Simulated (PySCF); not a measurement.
bromine monochloride cation (BrCl), SMILES ClBr (connectivity only; charge and spin as stated), charge +1, multiplicity 2. The structure is a stationary point at PBE-D3(BJ)/def2-TZVP. The multiplicity is an assumed one; other spin states were not compared.

These are PySCF with PBE-D3(BJ)/def2-TZVP values and carry that method's errors.

Harmonic wavenumbers (cm⁻¹): 487. Rotational constants (GHz): 4.792 (linear); symmetry number 1.

Question: Work out the zero-point energy and the ideal-gas rigid-rotor harmonic-oscillator thermochemistry at 298.15 K and 1 atm.

Answer: ZPE = ½ Σ hcν = ½ × 487 cm⁻¹ = 0.70 kcal/mol. H − E(el) = 2.92 kcal/mol. Entropy in cal/(mol K): translation 40.14, rotation 16.23, vibration 0.69, spin 1.38, total 58.44. G − E(el) = -14.51 kcal/mol. Cp = 8.23 cal/(mol K).
